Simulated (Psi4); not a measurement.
A dimer, H2 ··· CH3Cl (SMILES [H][H] and CCl); the first 2 atoms form monomer A.

```
7

H      0.3719     0.0000     0.0000
H     -0.3719     0.0000     0.0000
C      2.0087     2.4190     2.0406
Cl     3.0278     1.3211     1.0528
H      2.1183     3.4275     1.6537
H      2.3485     2.3664     3.0705
H      0.9768     2.0903     1.9622
```

### Question
What interaction energy does SAPT0/jun-cc-pVDZ, frozen core (Psi4) give, and which attractive term is the largest?

### Answer
Total -0.28 kcal/mol: electrostatics -0.51, exchange 0.69, induction -0.12, dispersion -0.34. The most attractive term is electrostatics.
